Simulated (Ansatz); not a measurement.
Reaction (formal exchange of groups at a Te–Al bond): `[CH3][Al]([CH3])[TeH]` + `BSC` → `CSB[TeH]` + `[CH3][AlH][CH3]`

Calculated with Ansatz (gas phase, PBE0-D4/def2-TZVP geometries, no zero-point term in ΔE). CCSD(T)/CBS is the MP2 limit (def2-TZVPP, def2-QZVPP) plus CCSD(T) − MP2 in def2-TZVPP, frozen cores. Functionals use def2-TZVPP. HSE06 is defined as in plane-wave codes. def2 core potentials past Kr. For Te outer-core shells are correlated without core-valence functions, which leaves a few kJ/mol of doubt a bond. One conformer a species, not always the lowest.

`[CH3][Al]([CH3])[TeH]`:

```xyz
11

C    -0.710   -0.015   -1.539
Al    0.316   -0.044    0.119
C    -0.470    0.263    1.877
Te    2.815   -0.510    0.054
H    -1.285    0.913   -1.622
H    -1.435   -0.836   -1.551
H    -0.085   -0.109   -2.429
H    -1.284   -0.445    2.065
H    -0.907    1.266    1.933
H     0.251    0.169    2.692
H     2.794   -0.652   -1.598
```

`BSC`:

Z-matrix (Å, degrees):
```
C
S 1 1.809
H 1 1.090 2 109.0
H 1 1.088 2 109.9 3 -120.5
H 1 1.090 2 109.1 3 118.9
B 2 1.749 1 105.8 3 120.7
H 6 1.193 2 115.9 1 -180.0
H 6 1.194 2 121.2 1 0.0
```

`CSB[TeH]`:

Z-matrix (Å, degrees):
```
C
S 1 1.812
H 1 1.088 2 110.4
H 1 1.088 2 110.4 3 122.1
H 1 1.090 2 107.2 3 -118.9
B 2 1.763 1 103.7 3 -61.0
Te 6 2.131 2 122.2 1 -180.0
H 6 1.193 2 121.7 1 -0.0
H 7 1.659 6 95.4 2 -0.0
```

`[CH3][AlH][CH3]`:

Cartesian coordinates in Å:
```
C 0.097 0.345 1.689
Al -0.707 0.143 -0.080
C 0.351 -0.444 -1.614
H 0.602 -0.576 2.001
H -0.623 0.614 2.466
H 0.871 1.122 1.671
H -2.252 0.472 -0.301
H 1.383 -0.697 -1.358
H -0.102 -1.319 -2.092
H 0.380 0.338 -2.381
```

```json
{"level": "LDA (SPW92)", "ΔE (kJ/mol)": "69.4", "difference from CCSD(T)/CBS": "-6.8"}
{"level": "PBE-D4", "ΔE (kJ/mol)": "70.5", "difference from CCSD(T)/CBS": "-5.7"}
{"level": "BLYP-D4", "ΔE (kJ/mol)": "69.5", "difference from CCSD(T)/CBS": "-6.7"}
{"level": "r2SCAN-D4", "ΔE (kJ/mol)": "74.4", "difference from CCSD(T)/CBS": "-1.8"}
{"level": "r2SCANh-D4", "ΔE (kJ/mol)": "75.9", "difference from CCSD(T)/CBS": "-0.3"}
{"level": "HSE06-D4", "ΔE (kJ/mol)": "75.4", "difference from CCSD(T)/CBS": "-0.8"}
{"level": "ωB97X-V", "ΔE (kJ/mol)": "75.1", "difference from CCSD(T)/CBS": "-1.1"}
{"level": "PBE-QIDH", "ΔE (kJ/mol)": "76.7", "difference from CCSD(T)/CBS": "0.5"}
{"level": "PBE0", "ΔE (kJ/mol)": "75.6", "difference from CCSD(T)/CBS": "-0.6"}
{"level": "r2SCANh", "ΔE (kJ/mol)": "75.8", "difference from CCSD(T)/CBS": "-0.4"}
{"level": "r2SCAN0", "ΔE (kJ/mol)": "77.9", "difference from CCSD(T)/CBS": "1.7"}
{"level": "HF/def2-SVP", "ΔE (kJ/mol)": "84.9", "difference from CCSD(T)/CBS": "8.7"}
{"level": "MP2/def2-SVP", "ΔE (kJ/mol)": "72.5", "difference from CCSD(T)/CBS": "-3.7"}
{"level": "HF/def2-QZVPP", "ΔE (kJ/mol)": "85.8", "difference from CCSD(T)/CBS": "9.6"}
{"level": "MP2/def2-QZVPP", "ΔE (kJ/mol)": "74.8", "difference from CCSD(T)/CBS": "-1.4"}
{"level": "CCSD/CBS(def2)", "ΔE (kJ/mol)": "78.3", "difference from CCSD(T)/CBS": "2.1"}
{"level": "CCSD(T)/CBS", "ΔE (kJ/mol)": "76.2", "difference from CCSD(T)/CBS": "0"}
```

Largest T1 diagnostic among the species: 0.014.

From BLYP to BHLYP (50 % exact exchange), in def2-TZVPP and without D4, ΔE moves by +8.4 kJ/mol. In def2-TZVPP, CCSD(T) changes the Hartree–Fock value by −12.0 kJ/mol (the triples alone add −2.0 kJ/mol) and MP2 by −12.5 kJ/mol.
